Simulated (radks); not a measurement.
Problem. These are the eigenvalues of the occupied orbitals of an atom or ion with whole-number occupations (eV). All-electron calculation, Dirac Kohn-Sham, PBE, spin-unpolarised, spherical densities, finite nucleus; Fermi nuclear charge, rms radius of each element as measured or else 0.836 A^(1/3) + 0.57 fm. Program: a radial shooting solver on a logarithmic mesh with Libxc functionals.

1s1/2: -19840.01
2s1/2: -2825.853
2p1/2: -2601.832
2p3/2: -2495.284
3s1/2: -504.0869
3p1/2: -418.8639
3p3/2: -401.3103
3d3/2: -250.7385
3d5/2: -247.4130
4s1/2: -90.8461
4p1/2: -66.1797
4p3/2: -63.5485
4d3/2: -27.0457
4d5/2: -26.7488
5s1/2: -20.7131

Which element is it, and in what charge state? The configuration may be excited. Open shells, if any, are shared by 2j + 1.

Solution. Z = 42, molybdenum, charge +2: Mo2+ in [Kr] 4d2 5s2. The list shows which subshells hold electrons but not how many an open one holds; the 1s level, -729.11 hartree, gives Z - s = 38.2 by -(Z - s)^2/2, which with screening and relativity narrows Z to a few neighbours, and the depths of the outer levels then fix element, charge and occupations together.
